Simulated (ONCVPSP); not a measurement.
Reading a pseudo-wave (Fe (Z = 26))

Columns: radius, all-electron u(r) and pseudo u(r) of the 3p shell (level -78.51 eV) of iron in the configuration [Ne] 3s2 3p6 3d6; PBE, scalar-relativistic, ONCV scheme, ONCVPSP 4.0.1.

```tsv
r (bohr)	all-electron	pseudo
0.080	-0.4482	0.0286
0.160	-0.5920	0.1171
0.240	-0.3097	0.2669
0.320	0.1240	0.4681
0.400	0.5306	0.6916
0.480	0.8392	0.8986
0.560	1.0374	1.0549
0.640	1.1379	1.1429
0.720	1.1637	1.1657
0.800	1.1369	1.1378
0.880	1.0764	1.0765
0.960	0.9964	0.9963
1.040	0.9071	0.9070
1.120	0.8154	0.8153
1.200	0.7258	0.7257
1.280	0.6410	0.6409
1.360	0.5626	0.5625
1.440	0.4912	0.4911
1.520	0.4269	0.4269
1.600	0.3698	0.3697
1.680	0.3192	0.3192
1.760	0.2749	0.2749
1.840	0.2362	0.2361
1.920	0.2025	0.2024
2.000	0.1733	0.1732
2.080	0.1480	0.1480
```

Problem. How many radial nodes do the two functions have?

Solution. The all-electron 3p function has n − l − 1 = 1; the pseudo-wave has 0, since the states of the same l below it are removed with the core.

Problem. At about which radius was the pseudo-wave matched?

Solution. 1.05 bohr. The columns agree to 0.0005 from 0.88 bohr on; several derivatives are matched, so the curves merge somewhat inside the radius.

Problem. Is the pseudo-wave norm-conserving?

Solution. Yes: the ONCV scheme keeps the norm inside the radius equal to the all-electron one, which fixes the energy derivative of the logarithmic derivative at the level.
